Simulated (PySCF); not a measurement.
## B+: ionisation energy

B+ [He] 2s2 (1S) → B(2+) [He] 2s1 (2S), as a difference of total energies. Calculation: PySCF 2.14, in x2c-TZVPPall; scalar relativity by spin-free X2C-1e. Correlated levels: valence: 1s2 frozen; valence and next inner shell: nothing frozen. The calculations carry no spin-orbit coupling.

```
                                method  ionisation energy (eV)  error (eV)
                                   UHF                  23.447      -1.708
                                   LDA                  24.550      -0.605
                                   PBE                  24.606      -0.549
                                  PBE0                  24.563      -0.592
                                r2SCAN                  24.260      -0.895
                                 M06-L                  24.440      -0.715
                                B2PLYP                  24.627      -0.528
                                 TPSSh                  24.644      -0.511
                                  PW91                  24.678      -0.477
                         MP2 (valence)                  24.412      -0.743
                     SCS-MP2 (valence)                  24.604      -0.551
    MP2 (valence and next inner shell)                  24.424      -0.731
SCS-MP2 (valence and next inner shell)                  24.616      -0.539
```

Reference: 25.155 eV (measured; NIST Atomic Spectra Database, ionization energies).

Errors of the correlated levels include the incompleteness of this basis and the frozen core.

MP2 underrates the near-degeneracy of ns² with np² in the lower species.
